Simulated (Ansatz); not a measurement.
Saddle point of BH$_{2}$BrF$_{2}$, singlet (BHF₂ ([F][BH][F]) + HBr → BBrF₂ ([F][B]([F])[Br]) + H₂; bonds formed: B1–Br6, H2–H5; bonds broken: B1–H2, H5–Br6), PBE0-D4/def2-TZVP structure:

B1  (-0.279, -0.370, 0.037)
H2  (-0.758, 0.733, -0.501)
F3  (-0.141, -1.321, -0.870)
F4  (-0.824, -0.599, 1.218)
H5  (0.229, 0.966, -0.259)
Br6  (1.773, 0.591, 0.375)
(Å)

Energies are electronic, without zero-point energy. Barriers and step energies count from the start structure reached by relaxing down the imaginary mode; all methods use the PBE0-D4 structures, on which another method's saddle can fall below an end. Program: Ansatz 0.2.0. Basis: def2-TZVPP, with def2-QZVPP for the basis limit. Cores are frozen in the correlated methods. Filled d shells of the heavier atoms are correlated. The def2 sets are not built for correlating such inner shells, so the correlated values are less sure here. B3LYP uses VWN-RPA correlation. Extrapolation: Hartree–Fock as exp(−7.88 √X), correlation as X^−2.97.

```tsv
method	barrier (kcal/mol)	step energy (kcal/mol)
SPW92	?	-9.88
PBE-D4	19.50	-10.05
BLYP-D4	25.66	-8.85
r2SCAN-D4	21.83	-10.61
B97M-V	?	-9.74
PBE0-D4	23.48	-9.29
B3LYP-D4	28.25	-8.22
r2SCAN0-D4	24.86	-9.79
BHLYP-D4	33.17	-7.29
CAM-B3LYP-D4	30.22	-7.40
wB97X-V	29.99	-8.52
wB97M-V	29.07	-8.89
B2PLYP	30.05	-8.29
PBE-QIDH	?	-9.28
RPA on PBE	32.07	-7.89
HF	46.44	-5.15
MP2	29.44	-10.03
CCSD	34.05	-7.49
CCSD(T)	31.29	-8.40
```

Question: Fill in the withheld barriers. (An estimate is asked for; the value comes from the calculation.)

Answer: By the calculation: SPW92 11.41; PBE-QIDH 27.38; B97M-V 26.19 kcal/mol. Each is the energy of the saddle less that of the start structure, by the same method.

For comparison, the barrier by CCSD(T) at an estimated basis limit (MP2 extrapolated from triple and quadruple zeta, plus CCSD(T) − MP2 in triple zeta) is 30.35 kcal/mol.

The T1 diagnostic stays at or below 0.011. The start structure is not quite a true minimum (one mode of 50i cm⁻¹).

Labels in which every atom is bracketed show which atoms are joined, not bond orders.

For scale, one of the runs: CCSD(T)/def2-TZVPP, 169 basis functions, launched by `ansatz run in.yaml --threads 4 --pin off --events-out ev --progress --plain --max-ram 9574MiB`. Time: 37 s of wall clock on 4 CPU threads of an Arm Neoverse V2; the host was shared. Peak host memory: 1.6 GiB.
